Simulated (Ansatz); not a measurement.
Spin gap between two states, R1 and P1; the higher of the two is an excited state, each structure at its B3LYP-D3(BJ)/def2-TZVP stationary point, reached from a drawn start (curvature not checked).
R1, Cl2Sn (SMILES [Cl][Sn][Cl]) (charge 0, multiplicity 1):
```
atom    x (Å)   y (Å)    z (Å)
----  -------  ------  -------
Sn     0.0000  0.0000  -1.0357
Cl     1.8135  0.0000   0.5178
Cl    -1.8135  0.0000   0.5178
```
P1, Cl2Sn (SMILES [Cl][Sn][Cl]) (charge 0, multiplicity 3):
```xyz
3

Sn     0.0000     0.0000    -0.8048
Cl     2.0534     0.0000     0.4024
Cl    -2.0534     0.0000     0.4024
```

P less R. No zero-point or thermal terms; singlets are restricted closed shells; open shells are unrestricted; no spin–orbit coupling.

Cores are frozen in the correlated methods. In cc and def2 sets filled d and f shells under p-block atoms count as core. CBS(a, b) extrapolates the correlation energy as X⁻³ and adds the Hartree–Fock energy of set b.

The values were computed with Ansatz (a quantum-chemistry and plane-wave program) with Gaussian orbitals. No computed number here is a measurement. Elements past Kr take the def2 small-core potentials, without spin–orbit coupling.

```tsv
level	spin gap (kcal/mol)
HF/def2-SVP	49.31
revPBE/def2-TZVPP	62.93
BHLYP/def2-TZVPP	64.18
CAM-B3LYP/def2-TZVPP	65.60
MP2/def2-SVP	58.63
MP2/def2-QZVPP	62.29
CCSD/def2-TZVPP	?
CCSD(T)/def2-QZVPP	?
CCSD(T)/CBS(def2-TZVPP, def2-QZVPP)	?
```

Complete the blanks.


- CCSD/def2-TZVPP, spin gap (kcal/mol): 60.90
- CCSD(T)/def2-QZVPP, spin gap (kcal/mol): 62.22
- CCSD(T)/CBS(def2-TZVPP, def2-QZVPP), spin gap (kcal/mol): 62.88
